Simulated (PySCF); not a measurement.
Species: C6H8F3OP.
Atom-mapped SMILES: `[O:1]=[C:2]1[CH2:3][CH2:4][P:5]([C:6]([F:7])([F:8])[F:9])[CH2:10][CH2:11]1`

Definitions: NICS(0) = −σiso at the ring centroid; NICS(1) = −σiso and NICS(1)zz = −σzz at ±1 Å along the ring normal z. Level: GIAO PBE0/pcSseg-1 (PySCF, non-relativistic, gas phase) on the GFN2-xTB geometry, one conformer.

Ring bond lengths (Å), with Mayer bond orders in brackets: C2–C3 1.512 (0.99), C3–C4 1.528 (1.00), C4–P5 1.862 (0.96), P5–C10 1.863 (0.95), C10–C11 1.524 (1.02), C11–C2 1.515 (0.97).

Problem. What do the NICS probes read (ppm)?

Solution. 
| ring | type | NICS(0) | NICS(1), two faces | NICS(1)zz, two faces | rms pucker (Å) | centre to ring atoms, mean (Å) |
| --- | --- | --- | --- | --- | --- | --- |
| C2–C3–C4–P5–C10–C11 | 6-membered ring with P; formal bonds all single | -0.6 | -1.9 / -2.8 | 3.5 / -0.6 | 0.32 | 1.55 |

Problem. What can be read from them?

Solution. 
- C2–C3–C4–P5–C10–C11: mean NICS(1)zz 1.4 ppm, near zero. C3, C4, C10, C11 have four or more neighbours; no verdict on aromaticity is drawn. The two faces differ by 4.1 ppm, so no symmetry operation interchanges them.

Problem. List the ring angles and the Hirshfeld charges of the ring atoms.

Solution. 
- C2–C3–C4–P5–C10–C11: C2 115.7° (+0.170 e), C3 112.9° (-0.082 e), C4 115.1° (-0.113 e), P5 98.2° (+0.142 e), C10 109.7° (-0.117 e), C11 114.0° (-0.076 e); sum 665.6° against 720° for a flat convex ring.

The run took about 2.9 min of CPU time (grids of density and orbitals included) (one thread, shared machine). This is the whole shielding run at PBE0/pcSseg-1, SCF included.
